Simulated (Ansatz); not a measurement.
Reaction (ligand exchange at a Ta–O bond): `[NH]=[Ta]([NH2])([NH2])[OH]` + NH₃ → `[NH]=[Ta]([NH2])([NH2])[NH2]` + H₂O

Gas-phase electronic energies from Ansatz, PBE0-D4/def2-TZVP geometries. CCSD(T)/CBS adds triple-zeta CCSD(T) − MP2 to the extrapolated MP2 energy (def2 sets, frozen cores). This one scheme is used for every species. Functionals use def2-TZVPP. B3LYP here is the variant with VWN-RPA as its local correlation; programs differ in this. def2 core potentials past Kr. For Ta outer-core shells are correlated without core-valence functions, which leaves a few kJ/mol of doubt a bond. Each species was taken in one conformer, which may not be the lowest.

Problem. Is it downhill or uphill in electronic energy at CCSD(T)/CBS, and by how much? (Best estimate.)

Solution. Computed: Uphill: ΔE = +56.9 kJ/mol.

Problem. What do these levels give: revPBE-D4, B97M-V, ωB97M-V, revPBE, BLYP, B3LYP, r2SCAN0, MP2/def2-SVP, CCSD/def2-SVP, MP2/def2-TZVPP, CCSD/def2-TZVPP, SCS-MP2/def2-QZVPP? (Estimate.)

Solution. The calculation gave: revPBE-D4 59.6, B97M-V 67.7, ωB97M-V 62.7, revPBE 63.0, BLYP 66.7, B3LYP 65.8, r2SCAN0 63.5, MP2/def2-SVP 66.8, CCSD/def2-SVP 67.1, MP2/def2-TZVPP 58.4, CCSD/def2-TZVPP 60.2, SCS-MP2/def2-QZVPP 59.2 kJ/mol.

Problem. What do rigid-rotor, harmonic-oscillator terms from PBE0-D4/def2-TZVP frequencies (298.15 K, 1 bar) make of the CCSD(T)/CBS value? (An estimate is asked.)

Solution. Ansatz gave: ΔZPE = -3.3 kJ/mol, ΔH = +54.6 kJ/mol, ΔS = -5 J/(mol·K), ΔG = +56.1 kJ/mol.

Largest T1 diagnostic among the species: 0.018.

In def2-TZVPP, CCSD(T) changes the Hartree–Fock value by −9.3 kJ/mol (the triples alone add −1.1 kJ/mol) and MP2 by −10.0 kJ/mol. Leaving LDA and LC-ωPBE aside and taking each functional with its dispersion term where it has one, the values spread over 8.0 kJ/mol, from revPBE-D4 to B97M-V.
